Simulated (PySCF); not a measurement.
Species: C4H12OSi2.
Atom-mapped SMILES: `[CH2:1]=[CH:2][CH2:3][CH2:4][SiH2:5][SiH2:6][OH:7]` (hydrogens: H8, H9 on C1; H10 on C2; H11, H12 on C3; H13, H14 on C4; H15, H16 on Si5; H17, H18 on Si6; H19 on O7)

Method used: TDDFT CAM-B3LYP/def2-SVPD, vertical, gas phase, core orbitals frozen in the response in PySCF. Geometry: GFN2-xTB, one conformer, isolated molecule.

**Question.** Predict the UV-vis stick spectrum at this level.

**Answer.** 

| state | E (eV) | λ (nm) | f | main configurations (H = HOMO, L = LUMO) |
| --- | --- | --- | --- | --- |
| S1 | 6.56 | 189.0 | 0.043 | H-1→L (81%) |
| S2 | 6.88 | 180.2 | 0.0015 | H-2→L (56%), H-3→L (38%) |
| S3 | 7.13 | 173.9 | 0.228 | H→L+1 (41%), H→L (26%), H→L+5 (12%) |
| S4 | 7.26 | 170.9 | 0.019 | H-1→L+1 (46%), H→L (29%) |
| S5 | 7.31 | 169.7 | 0.097 | H→L+2 (21%), H-1→L+1 (17%), H→L+4 (15%) |
| S6 | 7.44 | 166.5 | 0.338 | H→L+1 (24%), H→L+2 (17%), H→L+4 (14%) |
| S7 | 7.76 | 159.7 | 0.057 | H-2→L+1 (23%), H→L+5 (14%), H→L+3 (8%) |
| S8 | 7.77 | 159.5 | 0.0055 | H→L+6 (55%) |

Triplets (Tamm–Dancoff): T1 4.50 eV, H→L+2 (24%), H→L+4 (21%), H→L+3 (21%); T2 5.91 eV, H-1→L (73%); T3 6.33 eV, H-1→L+1 (64%).

The lowest singlet comes at 189 nm (633 kJ/mol) in the vacuum ultraviolet; it is of moderate strength; its leading configuration is HOMO-1→LUMO (81%). The most intense listed level is S6 at 7.44 eV (167 nm, f = 0.338), 0.88 eV above S1. S7/S8 lie within about 0.01 eV of each other. Löwdin shares by element: HOMO carbon 83% (atoms not listed hold the other 17%); LUMO silicon 40%, oxygen 22%, hydrogen 10% or more (atoms not listed hold the other 28%). The oscillator strengths of these states sum to 0.789; summed over the whole spectrum of an exact calculation they would give the number of electrons, 72 (Thomas–Reiche–Kuhn). The listed states span 1.21 eV. Weighted by f, the mean energy of these states is 7.31 eV. The window holds the lowest 8 singlets.
